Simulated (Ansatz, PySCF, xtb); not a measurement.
Pair of molecules: H2S (SMILES S) (first 3 atoms) with Si2H6 (SMILES [SiH3][SiH3]); geometry from B3LYP-D3(BJ)/def2-TZVP, rigid monomers moved along the line of their centres of mass till S1···Si4 is 4.23 Å.
(charge 0, multiplicity 1):
```xyz
11

S      0.1171    -0.6204     0.1974
H      0.5660     0.6235    -0.0329
H     -1.1658    -0.2474     0.0658
Si     1.2569    -0.0060     4.2257
Si    -0.9827     0.6933     4.0692
H      2.1042     0.7123     3.2440
H      1.3745    -1.4628     3.9854
H      1.7862     0.2854     5.5829
H     -1.4709     1.1617     5.3917
H     -1.8615    -0.4135     3.6229
H     -1.1190     1.8176     3.1110
```

Interaction energies are E(AB) − E(A) − E(B) at the monomers' geometry in the complex; basis-set methods are counterpoise corrected. Rows marked so take none.

Rows in 6-31G*, LANL2DZ carry no dispersion term and start afresh at each structure (6-31G* with six Cartesian d functions). LANL2DZ brings its own core potentials from Na on.

The values were computed with Ansatz (Gaussian basis) for Hartree–Fock, density functionals and correlated methods; PySCF for 6-31G* rows, LANL2DZ rows; xtb for the GFN methods. Values without a source in brackets are computed.

One of these levels gives -1.39 kcal/mol for the interaction energy. Which one is it?
A. GFN2-xTB
B. B3LYP/LANL2DZ (no counterpoise)
C. PBE/def2-TZVPPD
D. HF/6-31G* (no counterpoise)

A, GFN2-xTB. The others give -0.66 (HF/6-31G* (no counterpoise)), -1.03 (PBE/def2-TZVPPD), -0.33 (B3LYP/LANL2DZ (no counterpoise))

Ansatz is an electronic-structure program.
